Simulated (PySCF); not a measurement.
## `C=CC[C@@H](C#N)CF`, C6H8FN

Geometry:
```tsv
atom	x (Å)	y (Å)	z (Å)
C1	2.252	0.954	0.322
C2	1.573	-0.086	-0.122
C3	0.362	-0.653	0.549
C4	-0.861	-0.627	-0.390
C5	-1.961	-1.335	0.226
N6	-2.821	-1.885	0.739
C7	-1.274	0.816	-0.706
F8	-2.156	0.844	-1.753
H9	1.970	1.473	1.224
H10	3.123	1.327	-0.190
H11	1.878	-0.593	-1.028
H12	0.556	-1.692	0.829
H13	0.134	-0.093	1.459
H14	-0.615	-1.132	-1.333
H15	-1.771	1.289	0.148
H16	-0.398	1.402	-1.007
```

Theory: GIAO BHandHLYP/pcSseg-1 magnetisability, rotational g tensor and spin-rotation constants, non-relativistic, gas phase in PySCF. Geometry: GFN2-xTB.

**Question.** Give the nuclear spin-rotation constants along the inertial axes (H = +C I·J) beside the isotropic shieldings.

**Answer.** Rotational constants 2.8416, 1.3158, 0.9624 GHz. A star marks the isotopologue with that one atom substituted, in its own axes.
```tsv
atom	isotope	Caa (kHz)	Cbb (kHz)	Ccc (kHz)	mean (kHz)	σ (ppm)
N6	14N	0.266	0.224	0.211	0.234	-39.2
F8	19F	1.526	0.178	0.121	0.608	425.8
H9	1H	-0.298	-0.150	0.082	-0.122	26.5
H10	1H	0.061	-0.098	-0.076	-0.038	26.4
H11	1H	-0.299	-0.145	0.086	-0.119	26.0
H12	1H	-0.304	0.018	-0.086	-0.124	29.2
H13	1H	-0.319	-0.154	0.032	-0.147	29.9
H14	1H	-0.330	-0.144	0.031	-0.148	29.3
H15	1H	-0.287	-0.135	0.052	-0.123	27.3
H16	1H	0.045	-0.077	-0.097	-0.043	27.0
C1	13C*	0.891	0.259	0.394	0.515	58.5
C2	13C*	0.967	0.272	0.438	0.559	41.7
C3	13C*	0.451	0.231	0.175	0.285	148.4
C4	13C*	0.469	0.209	0.151	0.276	155.8
C5	13C*	0.433	0.432	0.428	0.431	58.8
C7	13C*	0.664	0.312	0.247	0.408	101.0
```
For the geometry as given, no vibrational averaging.

**Question.** How do the rotational constants and the g tensor change when H9, H10, H11, H12, H13, H14, H15, H16 are replaced by deuterium?

**Answer.** Constants 2.5620, 1.1844, 0.8911 GHz; g -0.0175, -0.0101, -0.0164, against -0.0194, -0.0108, -0.0174 before.
